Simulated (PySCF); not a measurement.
State search for SnF

Unrestricted PBE0; Sn def2-SVPD with ECP28, F def2-SVPD; scalar-relativistic core potentials (PySCF 2.14). Outer shells of the fragments: Sn 4d10 5s2 5p2; F 2s2 2p5.

Followed along the bond (rough minima from three points):

```json
{"2Ms+1": "2", "unpaired": "π ↑", "⟨S²⟩ at the start": "0.75", "R at minimum (Å)": "1.99", "Te (eV)": "0.00"}
{"2Ms+1": "4", "unpaired": "σ ↑, π ↑↑", "⟨S²⟩ at the start": "3.75", "R at minimum (Å)": "2.00", "Te (eV)": "3.91"}
```

Solutions found at the starting distance of 1.965 Å, counted from the lowest of them; the search is not exhaustive and high or unbound solutions are not listed, so other states can lie among these:

```tsv
2Ms+1	unpaired	term	E (eV)	⟨S²⟩	⟨Lz²⟩	μ (D)
2	π ↑	²Π	0.00	0.75	1.01	-2.88
2	σ ↑	²Σ⁺	2.39	0.75	0.00	-1.84
4	σ ↑, π ↑↑	⁴Σ⁻	3.91	3.75	0.00	-2.18
2	σ ↑, π ↑↓	mixed	4.84	1.76	2.01	-1.66
2	σ ↓, π ↑↑	mixed	5.02	1.77	0.00	-1.22
4	σ ↑↑, π ↑	⁴Π	6.15	3.75	1.00	-0.99
4	π ↑↑↑	⁴Π	6.45	3.76	1.00	2.12
4	σ ↑, π ↑↑	mixed	8.08	3.75	2.01	2.19
4	σ ↑, π ↑↑	mixed	8.21	3.75	2.01	2.26
```

A term symbol is given only where ⟨S²⟩ and ⟨Lz²⟩ are close to those of a pure state; real π, δ and φ orbitals otherwise mix terms. A positive dipole means Sn(−)F(+).

Spin–orbit coupling is left out. Counting both spins, an empty level lies below a filled one in some of these solutions, because spin and occupation are held.
